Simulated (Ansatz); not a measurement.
Job for Ansatz (a first-principles code): R-CCSD(T)/cc-pV(D+d)Z on C2H5Al (SMILES C=[CH][AlH2]), a point of a bond scan (R = 1.087 Å). Files ending in .json are basis or fitting sets from the Basis Set Exchange.

Ansatz 0.2 input:
```yaml
crystal:
  periodic: [false, false, false]
  atoms:
    - {symbol: Al, position_ang: [-0.13640480, 0.16293037, 1.16257739]}
    - {symbol: H, position_ang: [-0.81514489, 1.59101670, 1.21761631]}
    - {symbol: H, position_ang: [0.17826312, -0.64444815, 2.48571591]}
    - {symbol: C, position_ang: [0.29151772, -0.55237827, -0.58963342]}
    - {symbol: C, position_ang: [0.01802875, 0.14494252, -1.69877918]}
    - {symbol: H, position_ang: [0.75944852, -1.52587481, -0.73005893]}
    - {symbol: H, position_ang: [0.24169125, -0.21989595, -2.69843926]}
    - {symbol: H, position_ang: [-0.44827436, 1.12572183, -1.65786457]}
basis:
  gaussian:
    orbitals: cc-pV_D+d_Z.json
    pivot_positions_ang: [[-0.13640480, 0.16293037, 1.16257739], [-0.81514489, 1.59101670, 1.21761631], [0.17826312, -0.64444815, 2.48571591], [0.29151772, -0.55237827, -0.58963342], [0.01802875, 0.14494252, -1.69877918], [0.75944852, -1.52587481, -0.73005893], [0.24169125, -0.21989595, -2.69843926], [-0.44827436, 1.12572183, -1.65786457]]
magnetization: {spin_polarized: false}
correlation: {method: ccsd_t, electrons: outside_noble_gas}
scf: {lower_state_search: off}
output: {orbitals: {seedname: ./end}}
```

Program output:

```
WARN ansatz: RAYON_NUM_THREADS=1 ignored (pool sized by the plan → 1); use --threads N
Functional definition: HF
these checks for a lower state are left out or cut short: stability, starts, cluster_reference, orbital_swaps, neighbouring_geometries, increment
integrals: 0.06 GiB planned
838 factors; integrals over basis functions are off by at most 4.7e-4 eV
mean field: 0.14 GiB planned
mean field evaluation 1: about -8720.4021 eV, gradient 2.3e1 eV
mean field evaluation 2: about -8720.4023 eV, gradient 2.3e1 eV
mean field evaluation 4: about -8722.1532 eV, gradient 2.5e0 eV
mean field evaluation 8: about -8722.1761 eV, gradient 6.5e-5 eV
mean field -8722.17606881 eV, -320.5340584255 hartree, gradient 3.0e-6 eV, S^2 0.000000; 0 other end points of the search recorded, 0 dependent functions left out
7 core orbitals not correlated
reference -8722.17606881 eV, -320.5340584255 hartree; 8, 8 occupied and 61, 61 virtual orbitals, 838 factors
second order -9.10785397 eV of doubles, -0.00000000 eV of singles
coupled cluster: 0.18 GiB planned
cycle   1  -9.83579748 eV  change   -7.3e-1 eV  update   7.6e-2
cycle   2  -10.19993118 eV  change   -3.6e-1 eV  update   2.6e-2
cycle   3  -10.24440974 eV  change   -4.4e-2 eV  update   8.9e-3
cycle   4  -10.24488997 eV  change   -4.8e-4 eV  update   3.0e-3
cycle   5  -10.24525858 eV  change   -3.7e-4 eV  update   8.1e-4
cycle   6  -10.24528861 eV  change   -3.0e-5 eV  update   3.2e-4
cycle   7  -10.24532362 eV  change   -3.5e-5 eV  update   9.4e-5
cycle   8  -10.24534296 eV  change   -1.9e-5 eV  update   3.8e-5
cycle   9  -10.24533675 eV  change    6.2e-6 eV  update   1.0e-5
perturbative correction -0.33380209 eV, -0.0122670006 hartree
Total energy: -8732.75520765 eV, -320.9228346069 hartree
Checks for a lower state left out: stability, starts, cluster_reference, orbital_swaps, neighbouring_geometries, increment
```

The run converged.

Cost: very roughly 1.9 core-seconds.
